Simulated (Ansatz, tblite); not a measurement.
Cost and result up the ladder for Cd₇Te₇H₂₀ (34 atoms). Total charge 0; singlet. Geometry: r2SCAN-D4/def2-SVP.

```
atom   x (Å)   y (Å)   z (Å)
 Cd1  -2.060  -3.822  -0.466
 Cd2   0.257   3.932  -1.256
 Cd3   1.400  -2.218  -2.544
 Cd4  -3.841  -1.248   0.021
 Cd5  -2.189  -0.905   3.124
 Cd6   1.806  -0.512   2.525
 Cd7   2.395  -3.327   0.195
 Te8  -2.175   2.470  -0.350
 Te9  -1.195  -0.956  -1.633
Te10  -0.101  -2.807   1.764
Te11   1.329   1.933  -3.190
Te12   2.156   3.465   0.980
Te13   2.524  -0.180  -0.363
Te14  -0.319   1.447   2.728
 H15  -1.308  -5.029  -1.359
 H16  -3.496  -3.115   0.348
 H17   0.051   5.532  -1.798
 H18   1.778  -1.762  -4.123
 H19  -5.125  -0.600  -0.872
 H20  -2.975  -0.580   1.526
 H21  -2.423  -1.401   4.719
 H22   3.020  -0.851   3.658
 H23   1.493  -3.629  -1.387
 H24   3.749  -3.841   1.053
 H25  -2.885   2.720  -1.846
 H26  -2.770   3.957   0.162
 H27  -1.928  -1.199  -3.109
 H28   0.153  -3.916   2.979
 H29   0.895   2.993  -4.426
 H30   2.829   2.668  -3.141
 H31   3.226   4.506   0.182
 H32   1.539   4.803   1.780
 H33   4.179  -0.316  -0.206
 H34   0.010   1.786   4.326
```

Ansatz on 2 threads of AMD EPYC 7R13 on a shared host and a share (18 GiB) of an NVIDIA H100 80GB HBM3; xTB runs through tblite on one thread. Times are rough, summed over both states, and most runs start from the orbitals of an earlier one. PBE0-D4/def2-TZVP serves as the yardstick here, not as an exact answer. The other state is a doublet.

In the def2 sets Cd, Te take a core potential; there is no spin–orbit coupling. The xTB rows come from tblite. Single mean-field runs in def2-TZVP are fitted with def2-universal-jkfit.

Run but left out: PBE-D4/def2-TZVP (charge +1 doublet: an occupied level 0.00 eV above an empty one).

Raw xTB energies of ions are shifted by several eV.

| level | functions | vertical IE (eV) | difference from PBE0-D4/def2-TZVP (eV) |
| --- | --- | --- | --- |
| r2SCANh-D4/def2-TZVP (with forces) | 750 | 7.62 | -0.13 |
| GFN1-xTB | 131 | 10.85 | 3.10 |
| GFN2-xTB | 111 | 11.80 | 4.05 |
| PBE0-D4/def2-TZVP (with forces) | 750 | 7.75 | 0.00 |

Problem. Estimate how long each takes.

Solution. GFN1-xTB 0.17 s; GFN2-xTB 0.27 s; PBE0-D4/def2-TZVP (with forces) 27 s; r2SCANh-D4/def2-TZVP (with forces) 36 s. On shared hardware such times vary by a factor of up to 3.
